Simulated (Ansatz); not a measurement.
Method: frozen-core CCSD(T)/cc-pVTZ // r2SCAN-D4/def2-TZVP (Ansatz, a program for electronic structure).

Ansatz 0.2 input:
```yaml
crystal:
  periodic: [false, false, false]
  atoms:
    - { symbol: C, position_ang: [1.344318, 0.250328, -0.723431] }
    - { symbol: C, position_ang: [0.654167, -0.680098, -0.073615] }
    - { symbol: C, position_ang: [-0.718021, -0.506215, 0.51573] }
    - { symbol: N, position_ang: [-1.362872, 0.788795, 0.371442] }
    - { symbol: H, position_ang: [0.946001, 1.247949, -0.881201] }
    - { symbol: H, position_ang: [2.331589, 0.048038, -1.120663] }
    - { symbol: H, position_ang: [1.092137, -1.668896, 0.062312] }
    - { symbol: H, position_ang: [-1.380595, -1.268837, 0.086119] }
    - { symbol: H, position_ang: [-0.670672, -0.748277, 1.585462] }
    - { symbol: H, position_ang: [-1.449914, 1.025247, -0.612014] }
    - { symbol: H, position_ang: [-0.786139, 1.511967, 0.789861] }
basis:
  gaussian: { orbitals: cc-pVTZ }
correlation:
  method: ccsd_t
```

Output:

```
Functional definition: HF
1234 factors; integrals over basis functions are off by at most 9.0e-4 eV
mean field evaluation 1: about -4681.4320 eV, gradient 3.6e1 eV
mean field evaluation 2: about -4681.4356 eV, gradient 3.6e1 eV
mean field evaluation 4: about -4684.6570 eV, gradient 3.7e0 eV
mean field evaluation 8: about -4684.7018 eV, gradient 2.4e-4 eV
mean field evaluation 16: about -4684.7000 eV, gradient 2.1e-1 eV
mean field -4684.70175763 eV, -172.1596141882 hartree, gradient 2.0e-6 eV, S^2 0.000000; 0 other end points of the search recorded, 0 dependent functions left out
4 core orbitals not correlated
reference -4684.70175763 eV, -172.1596141882 hartree; 12, 12 occupied and 202, 202 virtual orbitals, 1234 factors
second order -19.56917953 eV of doubles, -0.00000000 eV of singles
cycle   1  -20.01313075 eV  change   -4.4e-1 eV  update   8.6e-2
cycle   2  -20.49216575 eV  change   -4.8e-1 eV  update   2.6e-2
cycle   3  -20.57899827 eV  change   -8.7e-2 eV  update   1.2e-2
cycle   4  -20.57434489 eV  change    4.7e-3 eV  update   3.1e-3
cycle   5  -20.57540245 eV  change   -1.1e-3 eV  update   1.2e-3
cycle   6  -20.57565261 eV  change   -2.5e-4 eV  update   3.3e-4
cycle   7  -20.57552728 eV  change    1.3e-4 eV  update   1.3e-4
cycle   8  -20.57551454 eV  change    1.3e-5 eV  update   5.2e-5
cycle   9  -20.57552427 eV  change   -9.7e-6 eV  update   2.1e-5
perturbative correction -0.86133366 eV, -0.0316534281 hartree
Total energy: -4706.13861557 eV, -172.9474041867 hartree
```

Cost: about 70 core-seconds (a rough figure).
